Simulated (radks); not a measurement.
Values are calculated unless marked as measured or tabulated.
Neutral samarium inside a hard spherical wall (all orbitals vanish at R), configuration held at [Xe] 4f6 6s2 and not refilled when levels cross. Level of theory: scalar-relativistic Kohn-Sham, PBE, spin-polarised, spherical densities, finite nucleus; open shells are filled with parallel spins first (spin-orbit coupling, left out, can overturn this in heavy ions); Fermi nuclear charge, rms radius 5.0819 fm (a radial shooting solver on a logarithmic mesh with Libxc functionals). Eigenvalues in eV for spin up, with the zero of energy where the potential of the charges vanishes at infinity; a dash marks a level that is unbound or too diffuse for the functional's potential to be trusted. A positive occupied level is held by the wall or, in an anion where self-interaction has pushed it up, behind a barrier. The pressure on the wall is -dE/dV.

| R (bohr) | E (hartree) | kinetic (hartree) | e(5s) | e(5p) | e(6s) | e(4f) | e(5d, empty) | e(6p, empty) | pressure (GPa) |
|---|---|---|---|---|---|---|---|---|---|
| free | -10426.7492 | 11144.103 | -44.175 | -23.925 | -3.673 | -3.670 | -1.900 | -1.245 | 0 |
| 20 | -10426.7492 | 11144.103 | -44.175 | -23.924 | -3.673 | -3.669 | -1.900 | -1.244 | < 0.0001 |
| 15 | -10426.7491 | 11144.103 | -44.171 | -23.921 | -3.670 | -3.666 | -1.896 | -1.228 | 0.000307 |
| 12 | -10426.7486 | 11144.108 | -44.127 | -23.876 | -3.637 | -3.622 | -1.856 | -1.129 | 0.00861 |
| 8 | -10426.7270 | 11144.242 | -43.374 | -23.136 | -2.959 | -2.879 | -1.176 | 0.151 | 0.724 |
| 6 | -10426.6155 | 11144.724 | -41.659 | -21.481 | -0.664 | -1.155 | 0.557 | 3.846 | 7.99 |
| 3.5 | -10424.8089 | 11151.532 | -32.142 | -12.225 | 24.157 | 9.690 | 13.223 | 37.077 | 501 |
| 3 | -10422.7494 | 11159.053 | -25.318 | -4.882 | 46.774 | 17.974 | 23.569 | 64.169 | 1610 |
